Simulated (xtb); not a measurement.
Harmonic IR lines of one isomer of C₈H₇FSSi, unscaled. Method: GFN2-xTB in xtb.

| wavenumber (cm⁻¹) | relative intensity |
|---|---|
| 487 | 5.2 |
| 537 | 6.6 |
| 574 | 3.8 |
| 617 | 8.1 |
| 769 | 52 |
| 780 | 23 |
| 789 | 72 |
| 826 | 4.8 |
| 848 | 4.1 |
| 1007 | 5.5 |
| 1067 | 6.8 |
| 1086 | 17 |
| 1134 | 3.9 |
| 1398 | 24 |
| 1552 | 4.4 |
| 1587 | 7.1 |
| 2264 | 43 |
| 2276 | 100 |

Which structure gives these lines?
A. `Fc1cc2ccsc2cc1[SiH3]`
B. `Fc1cc2cc([SiH3])ccc2s1`
C. `Fc1c([SiH3])ccc2ccsc12`
D. `Fc1ccc([SiH3])c2ccsc12`

A, `Fc1cc2ccsc2cc1[SiH3]`
